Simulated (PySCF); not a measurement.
Species: C₄H₅F₃.
Structure used (PBE0-D3(BJ)/def2-SVP), in Å, numbered top down from 1:
```xyz
12
C4H5F3 angstrom
C      1.350   -0.613    0.705
C      0.731    0.648    0.233
F      1.483    1.732    0.441
C     -0.458    0.811   -0.356
F     -0.833    2.034   -0.754
C     -1.487   -0.227   -0.676
F     -1.549   -1.217    0.271
H      1.556   -0.549    1.785
H      0.696   -1.472    0.527
H      2.314   -0.768    0.195
H     -1.303   -0.703   -1.656
H     -2.459    0.291   -0.725
```

Level of theory: PBE0-D3(BJ)/def2-SVP geometry optimisation, gas phase in PySCF 2.14.0.

Masses are those of the commonest isotopes; rigid-rotor values at the optimised geometry. The values belong to one conformer with, in the numbering `[CH3:1]/[C:2]([F:3])=[C:4](/[F:5])[CH2:6][F:7]`, C2–C4–C6–F7 35°.

Give the principal moments of inertia and the rotational constants in MHz.

Ia = 148.03, Ib = 228.09, Ic = 361.12 u·Å²; 505379 MHz·u·Å²/I gives A = 3414, B = 2216, C = 1399 MHz.

What kind of rotor is it?

An asymmetric top. Ray's parameter κ = (2B − A − C)/(A − C) = -0.190; −1 is the prolate and +1 the oblate limit.

What does the inertial defect say?

Not planar: Δ = Ic − Ia − Ib = -14.99 u·Å². For a rigid frame Δ = −2 Σ m c², so Σ m c² = 7.50 u·Å² lies off the ab plane: 3.61 from hydrogen and 3.88 from heavier atoms. The atom farthest from that plane is 1.36 Å away.

Give the other two planar moments, Paa and Pbb, and the rms extents of the mass along the axes.

Paa = Σ m a² = (Ib + Ic − Ia)/2 = 220.59 and Pbb = Σ m b² = (Ia + Ic − Ib)/2 = 140.53 u·Å². With the mass M = 110.03 u, the rms extents √(P/M) along a, b and c are 1.42, 1.13, 0.26 Å.

Where do the levels up to J = 2 lie, in MHz?

Above 0(0,0):
J = 1: 1(0,1) 3615, 1(1,1) 4814, 1(1,0) 5630
J = 2: 2(0,2) 10548, 2(1,2) 11228, 2(1,1) 13676, 2(2,1) 17272, 2(2,0) 17569

Which lines would a microwave search look for?

The dipole components are |μa| = 1.12 D, |μb| = 0.85 D, |μc| = 1.04 D. Intensities carry the squares of the components, which stand as 1.00 : 0.58 : 0.87 (a : b : c). Some of the stronger lines:

| type | branch | J(Ka,Kc) | MHz | lower level (cm⁻¹) |
| --- | --- | --- | --- | --- |
| a | Q | 4(3,1) ← 4(3,2) | 468 | 1.708 |
| b | Q | 1(1,0) ← 1(0,1) | 2015 | 0.121 |
| a | R | 1(0,1) ← 0(0,0) | 3615 | 0.000 |
| b | Q | 3(2,1) ← 3(1,2) | 3900 | 0.851 |
| a | Q | 3(1,2) ← 3(1,3) | 4824 | 0.690 |
| b | Q | 2(2,1) ← 2(1,2) | 6044 | 0.375 |
| b | Q | 3(3,0) ← 3(2,1) | 6973 | 0.981 |
| b | Q | 4(1,3) ← 4(0,4) | 7797 | 1.100 |
| b | Q | 4(3,2) ← 4(2,3) | 8870 | 1.412 |
| c | R | 2(1,1) ← 1(0,1) | 10061 | 0.121 |
| a | R | 4(1,4) ← 3(1,3) | 12391 | 0.690 |
| a | R | 4(1,3) ← 3(1,2) | 15261 | 0.851 |
| a | R | 4(3,1) ← 3(3,0) | 15293 | 1.214 |
| b | R | 4(3,1) ← 3(2,2) | 23560 | 0.938 |

Estimate the classical rotational partition function at 10 K, 25 K and 100 K.

Point group C1, symmetry number σ = 1; q = (√π/σ)·√((kT/h)³/(ABC)), k/h = 20836.6 MHz/K: 1640 at 10 K, 6480 at 25 K, 51800 at 100 K.

No frequency check. These are rigid-rotor constants of the computed structure; measured ground-state constants (B0) also hold zero-point vibration. A rigid rotor knows nothing of internal rotation, which can split or shift real lines.
